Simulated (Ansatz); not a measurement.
Computed with Ansatz on PBE0-D4/def2-TZVP structures; ΔE is electronic, products minus reactants. CBS: MP2 limit from def2 TZ/QZ plus the TZ coupled-cluster correction, frozen cores. This one scheme is used for every species. Functionals use def2-TZVPP. B3LYP here is the variant with VWN-RPA as its local correlation; programs differ in this. Each species was taken in one conformer, which may not be the lowest.

Reaction (formal loss of a carbene): `FC[SiH2][SiH3]` → `[CH]F` + `[SiH3][SiH3]`

```
             level  ΔE (kJ/mol)  difference from CCSD(T)/CBS
            PBE-D4        393.0                         17.5
         r2SCAN-D4        396.7                         21.2
          B3LYP-D4        376.3                          0.8
           ωB97X-V        380.3                          4.8
           ωB97M-V        374.4                         -1.1
            B2PLYP        373.7                         -1.8
               PBE        386.3                         10.8
              PBE0        393.6                         18.1
             B3LYP        365.6                         -9.9
     HF/def2-TZVPP        326.1                        -49.4
    MP2/def2-TZVPP        395.2                         19.7
SCS-MP2/def2-TZVPP        376.7                          1.2
     HF/def2-QZVPP        325.8                        -49.7
    MP2/def2-QZVPP        399.8                         24.3
      HF/CBS(def2)        325.7                        -49.8
     MP2/CBS(def2)        403.5                         28.0
       CCSD(T)/CBS        375.5                            0
```

Largest T1 diagnostic among the species: 0.018.

In def2-TZVPP, CCSD(T) changes the Hartree–Fock value by +41.1 kJ/mol (the triples alone add +2.7 kJ/mol) and MP2 by +69.0 kJ/mol. From PBE to PBE0 (25 % exact exchange), in def2-TZVPP and without D4, ΔE moves by +7.3 kJ/mol. The D4 term adds +10.7 kJ/mol with B3LYP and +5.9 kJ/mol with PBE0; it sums over pairs of atoms, weighted by their polarisabilities, and B3LYP, whose exchange is more repulsive, gets the larger term.
